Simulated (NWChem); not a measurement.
The numbers come from NWChem runs, not from measurements. System: CH2Cl, charge 1, spin multiplicity 1, at the geometry of a parent with another charge or spin, in a state set for the comparison that need not be this species' ground state. Level: CCSD(T)/def2-TZVPD, 6 core orbitals frozen.

Input file:

```
start mol
memory heap 100 mb stack 700 mb global 1900 mb
charge 1
geometry units angstroms nocenter noautoz
  C      0.000000     0.000000     1.118342
  Cl     0.000000     0.000000    -0.587217
  H      0.967986     0.000000     1.636316
  H     -0.967986     0.000000     1.636316
  symmetry group C2v
end
basis spherical
  * library def2-tzvpd
end
scf
  rhf
  nopen 0
  maxiter 100
  thresh 1e-7
  semidirect memsize 60000000 filesize 0
end
tce
  freeze core 6
  ccsd(t)
  2eorb
  2emet 13
  thresh 1e-6
  maxiter 100
  tilesize 24
end
task tce energy
```

Part of the output:

```
             Northwest Computational Chemistry Package (NWChem) 7.3.0
             --------------------------------------------------------

                                NWChem Input Module
                                -------------------

 Scaling coordinates for geometry "geometry" by  1.889725989
 (inverse scale =  0.529177249)

 Turning off AUTOSYM since
 SYMMETRY directive was detected!

                             Geometry "geometry" -> ""
                             -------------------------

 Output coordinates in angstroms (scale by  1.889725989 to convert to a.u.)

  No.       Tag          Charge          X              Y              Z
 ---- ---------------- ---------- -------------- -------------- --------------
    1 C                    6.0000     0.00000000     0.00000000     1.11834200
    2 Cl                  17.0000     0.00000000     0.00000000    -0.58721700
    3 H                    1.0000     0.96798600     0.00000000     1.63631600
    4 H                    1.0000    -0.96798600     0.00000000     1.63631600

 Effective nuclear repulsion energy (a.u.)      45.1236850837

            Nuclear Dipole moment (a.u.)
            ----------------------------
        X                 Y               Z
 ---------------- ---------------- ----------------
     0.0000000000     0.0000000000    -0.0000094486

      Symmetry information
      --------------------

 Group name             C2v
 Group number             16
 Group order               4
 No. of unique centers     3

      Symmetry unique atoms

     1    2    3


 Summary of "ao basis" -> "" (spherical)
 ------------------------------------------------------------------------------
       Tag                 Description            Shells   Functions and Types
 ---------------- ------------------------------  ------  ---------------------
 *                         def2-tzvpd                 on all atoms

 Summary of "ao basis" -> "ao basis" (spherical)
 ------------------------------------------------------------------------------
       Tag                 Description            Shells   Functions and Types
 ---------------- ------------------------------  ------  ---------------------
 C                         def2-tzvpd               13       37   6s3p3d1f
 Cl                        def2-tzvpd               16       46   6s6p3d1f
 H                         def2-tzvpd                5        9   3s2p

                                 NWChem SCF Module
                                 -----------------

  ao basis        = "ao basis"
  functions       =   101
  atoms           =     4
  closed shells   =    12
  open shells     =     0
  charge          =   1.00
  wavefunction    = RHF
  use symmetry    = T
  symmetry adapt  = T

 Summary of "ao basis" -> "ao basis" (spherical)
 ------------------------------------------------------------------------------
       Tag                 Description            Shells   Functions and Types
 ---------------- ------------------------------  ------  ---------------------
 C                         def2-tzvpd               13       37   6s3p3d1f
 Cl                        def2-tzvpd               16       46   6s6p3d1f
 H                         def2-tzvpd                5        9   3s2p

      Symmetry analysis of basis
      --------------------------

        a1         44
        a2         10
        b1         26
        b2         21

 Forming initial guess at       0.1s

      Superposition of Atomic Density Guess
      -------------------------------------

 Sum of atomic energies:        -498.14885601

 Renormalizing density from      25.00 to     24

      Non-variational initial energy
      ------------------------------

 Total energy =    -485.840704
 1-e energy   =    -744.743886
 2-e energy   =     213.779497
 HOMO         =      -0.788230
 LUMO         =      -0.491595

      Symmetry analysis of molecular orbitals - initial
      -------------------------------------------------

  Numbering of irreducible representations:

     1 a1          2 a2          3 b1          4 b2

  Orbital symmetries:

     1 a1          2 a1          3 a1          4 a1          5 b1
     6 b2          7 a1          8 a1          9 b1         10 a1
    11 b2         12 b1         13 b2         14 a1         15 a1
    16 b1         17 a1         18 b2         19 a1         20 a1
    21 b1         22 a2

 Starting SCF solution at       0.9s

 ----------------------------------------------
         Quadratically convergent ROHF

 Convergence threshold     :          1.000E-07
 Maximum no. of iterations :          100
 Final Fock-matrix accuracy:          1.000E-09
 ----------------------------------------------

              iter       energy          gnorm     gmax       time
             ----- ------------------- --------- --------- --------
                 1     -497.9287015848  3.11D+00  9.42D-01      0.9
                 2     -498.1623848144  6.59D-01  1.78D-01      1.0
                 3     -498.1886872270  2.46D-01  5.36D-02      1.0
                 4     -498.1921157945  2.06D-02  7.63D-03      1.2
                 5     -498.1921666703  2.28D-04  1.66D-04      1.3
                 6     -498.1921666888  5.76D-08  1.41D-08      1.6

       Final RHF  results
       ------------------

         Total SCF energy =   -498.192166688789
      One-electron energy =   -769.047936778900
      Two-electron energy =    225.732085006399
 Nuclear repulsion energy =     45.123685083713

        Time for solution =      0.7s

       Symmetry analysis of molecular orbitals - final
[...]
       -----------------------------------------------

  Numbering of irreducible representations:

     1 a1          2 a2          3 b1          4 b2

  Orbital symmetries:

     1 a1          2 a1          3 a1          4 a1          5 b2
     6 b1          7 a1          8 a1          9 b1         10 a1
    11 b2         12 b1         13 b2         14 a1         15 a1
    16 b1         17 b2         18 a1         19 a1         20 a1
    21 b1         22 a2

             Final eigenvalues
             -----------------

              1
    1 -105.1605
    2  -11.6981
    3  -10.8838
    4   -8.3502
    5   -8.3489
    6   -8.3481
    7   -1.4526
    8   -1.1863
    9   -0.9657
   10   -0.8900
   11   -0.7698
   12   -0.7378
   13   -0.2621
   14   -0.1139
   15   -0.0856
   16   -0.0686
   17   -0.0562
   18   -0.0278
   19   -0.0149
   20   -0.0133
   21   -0.0016
   22    0.0245

                       ROHF Final Molecular Orbital Analysis
                       -------------------------------------

 Vector   10  Occ=2.000000D+00  E=-8.900419D-01  Symmetry=a1
              MO Center= -5.1D-14,  4.9D-16,  9.9D-02, r^2= 1.8D+00
   Bfn.  Coefficient  Atom+Function         Bfn.  Coefficient  Atom+Function
  ----- ------------  ---------------      ----- ------------  ---------------
    55      0.389380  2 Cl pz                 9     -0.283850  1 C  pz
    12     -0.263338  1 C  pz                41     -0.207157  2 Cl s
    42     -0.192803  2 Cl s                 52      0.187811  2 Cl pz

 Vector   11  Occ=2.000000D+00  E=-7.698383D-01  Symmetry=b2
              MO Center= -4.0D-16,  1.3D-16, -2.9D-01, r^2= 1.3D+00
   Bfn.  Coefficient  Atom+Function         Bfn.  Coefficient  Atom+Function
  ----- ------------  ---------------      ----- ------------  ---------------
    54      0.522470  2 Cl py                57      0.281797  2 Cl py
    51      0.236192  2 Cl py                45     -0.187150  2 Cl py
    11      0.152353  1 C  py

 Vector   12  Occ=2.000000D+00  E=-7.377870D-01  Symmetry=b1
              MO Center=  4.1D-14, -3.9D-16, -3.8D-01, r^2= 1.5D+00
   Bfn.  Coefficient  Atom+Function         Bfn.  Coefficient  Atom+Function
  ----- ------------  ---------------      ----- ------------  ---------------
    53      0.557155  2 Cl px                56      0.346251  2 Cl px
    50      0.262013  2 Cl px                44     -0.200905  2 Cl px

 Vector   13  Occ=0.000000D+00  E=-2.620612D-01  Symmetry=b2
              MO Center= -2.3D-15,  7.7D-16,  8.3D-01, r^2= 2.1D+00
   Bfn.  Coefficient  Atom+Function         Bfn.  Coefficient  Atom+Function
  ----- ------------  ---------------      ----- ------------  ---------------
    11      0.401369  1 C  py                 8      0.349811  1 C  py
    14      0.309545  1 C  py                54     -0.246782  2 Cl py
    57     -0.242277  2 Cl py

 Vector   14  Occ=0.000000D+00  E=-1.139102D-01  Symmetry=a1
              MO Center= -5.5D-16,  1.8D-16,  1.5D+00, r^2= 7.0D+00
   Bfn.  Coefficient  Atom+Function         Bfn.  Coefficient  Atom+Function
  ----- ------------  ---------------      ----- ------------  ---------------
     5      2.440164  1 C  s                  6      2.113537  1 C  s
    86     -2.003845  3 H  s                 95     -2.003845  4 H  s
    15      0.607942  1 C  pz                 4     -0.561381  1 C  s
    30      0.469756  1 C  d  2              43     -0.393697  2 Cl s
    92      0.382090  3 H  pz               101      0.382090  4 H  pz

 Vector   15  Occ=0.000000D+00  E=-8.563162D-02  Symmetry=a1
              MO Center=  4.4D-15,  8.9D-17, -1.2D+00, r^2= 7.2D+00
   Bfn.  Coefficient  Atom+Function         Bfn.  Coefficient  Atom+Function
  ----- ------------  ---------------      ----- ------------  ---------------
     6      2.093453  1 C  s                 86     -1.382543  3 H  s
    95     -1.382543  4 H  s                  5      1.209169  1 C  s
    61     -0.867804  2 Cl pz                15      0.571698  1 C  pz
    28     -0.312339  1 C  d  0              41     -0.290291  2 Cl s
    30      0.286605  1 C  d  2              12     -0.207603  1 C  pz

 center of mass
 --------------
 x =   0.00000000 y =   0.00000000 z =  -0.14721221

 moments of inertia (a.u.)
 ------------------
         114.867043761595           0.000000000000           0.000000000000
           0.000000000000         121.611562206516           0.000000000000
           0.000000000000           0.000000000000           6.744518444921

  Mulliken analysis of the total density
  --------------------------------------

    Atom       Charge   Shell Charges
 -----------   ------   -------------------------------------------------------
    1 C    6     5.79   0.86  1.12  0.56  0.77  0.09  0.01  1.03  1.19  0.14  0.02  0.09 -0.09  0.01
    2 Cl  17    16.87   2.01  0.45  1.51  1.13  0.87  0.02  4.18  1.69  1.05  2.71  1.16  0.00  0.02  0.05  0.00  0.01
    3 H    1     0.67   0.25  0.42 -0.01  0.02 -0.01
    4 H    1     0.67   0.25  0.42 -0.01  0.02 -0.01

       Multipole analysis of the density wrt the origin
       ------------------------------------------------

     L   x y z        total         open         nuclear
     -   - - -        -----         ----         -------
     0   0 0 0      1.000000      0.000000     25.000000

     1   1 0 0     -0.000000      0.000000      0.000000
     1   0 1 0     -0.000000      0.000000      0.000000
     1   0 0 1      1.574700      0.000000     -0.000009

     2   2 0 0    -11.320455      0.000000      6.692152
     2   1 1 0     -0.000000      0.000000      0.000000
     2   1 0 1      0.000000      0.000000      0.000000
     2   0 2 0    -12.331087      0.000000      0.000000
     2   0 1 1      0.000000      0.000000      0.000000
     2   0 0 2     -5.237891      0.000000     66.854601

                   NWChem Extensible Many-Electron Theory Module
                   ---------------------------------------------


            General Information
            -------------------
      Number of processors :     1
         Wavefunction type : Restricted Hartree-Fock
          No. of electrons :    24
           Alpha electrons :    12
            Beta electrons :    12
           No. of orbitals :   202
            Alpha orbitals :   101
             Beta orbitals :   101
        Alpha frozen cores :     6
         Beta frozen cores :     6
     Alpha frozen virtuals :     0
      Beta frozen virtuals :     0
         Spin multiplicity : singlet
    Number of AO functions :   101
       Number of AO shells :    39
        Use of symmetry is : on
      Symmetry adaption is : on
         Schwarz screening : 0.10D-09

          Correlation Information
          -----------------------
          Calculation type : Coupled-cluster singles & doubles w/ perturbation
   Perturbative correction : (T)
            Max iterations :      100
        Residual threshold : 0.10D-05
     T(0) DIIS level shift : 0.00D+00
     L(0) DIIS level shift : 0.00D+00
     T(1) DIIS level shift : 0.00D+00
     L(1) DIIS level shift : 0.00D+00
     T(R) DIIS level shift : 0.00D+00
     T(I) DIIS level shift : 0.00D+00
   CC-T/L Amplitude update :  5-th order DIIS
                I/O scheme : Global Array Library
        L-threshold :  0.10D-05
        EOM-threshold :  0.10D-05
 no EOMCCSD initial starts read in
 TCE RESTART OPTIONS
 SLICE:      F
 D4D5:       F
 quantumc:   F
 qrotation:  F
 pwtce:      F
 qducc:      F
 nacto:                         0
 nrotv:                         0
 nrot:                          0

            Memory Information
            ------------------
          Available GA space size is     249026599 doubles
          Available MA space size is     104850092 doubles

 Maximum block size supplied by input
 Maximum block size        24 doubles

 tile_dim =     23

 -------------------------------------------------

 Global array virtual files algorithm will be used

 Parallel file system coherency ......... OK

 4-electron integrals stored in orbital form

 v2    file size   =          4988744
 4-index algorithm nr.  13 is used
 imaxsize =       30
 imaxsize ichop =        0


CCSD iterations
 ---------------------------------------------------------
 Iter          Residuum       Correlation     Cpu    Wall
 ---------------------------------------------------------
    1   0.1582843021183  -0.3222805730280     0.5     0.5
    2   0.0432334463158  -0.3443414903832     0.5     0.5
    3   0.0166793079452  -0.3514861849589     0.5     0.5
    4   0.0091748075341  -0.3532000300070     0.5     0.5
    5   0.0053112432201  -0.3540729460014     0.5     0.5
    6   0.0022402854492  -0.3547468541240     0.5     0.5
    7   0.0018052127677  -0.3548070908702     0.5     0.5
    8   0.0008475945703  -0.3548918768446     0.5     0.5
    9   0.0007657690264  -0.3548870871103     0.5     0.5
   10   0.0004347076068  -0.3549236132510     0.5     0.5
   11   0.0000575565213  -0.3549636387235     0.4     0.4
   12   0.0000195794122  -0.3549707001509     0.4     0.4
   13   0.0000088923755  -0.3549728960733     0.5     0.5
   14   0.0000048987994  -0.3549734958829     0.5     0.5
   15   0.0000027515815  -0.3549738543888     0.5     0.5
   16   0.0000010595035  -0.3549741753664     0.5     0.5
   17   0.0000008648810  -0.3549741794923     0.5     0.5
 -----------------------------------------------------------------
 Iterations converged
 CCSD correlation energy / hartree =        -0.354974179492276
 CCSD total energy / hartree       =      -498.547140868281133

 Singles contributions

 Doubles contributions
 CCSD(T)
 Using plain CCSD(T) code
             total no. of tasks          428
 total no. of tasks / no. procs          428
                         wl_min         1900           3.5
                         wl_max       271377           8.0
        thresh for no. of tasks          428

 CCSD[T]  correction energy / hartree =        -0.019099301035142
 CCSD[T] correlation energy / hartree =        -0.374073480527418
 CCSD[T] total energy / hartree       =      -498.566240169316302
 CCSD(T)  correction energy / hartree =        -0.017412250221048
 CCSD(T) correlation energy / hartree =        -0.372386429713324
 CCSD(T) total energy / hartree       =      -498.564553118502204

 Task  times  cpu:       39.8s     wall:       39.8s

 Total times  cpu:       39.9s     wall:       39.9s
```
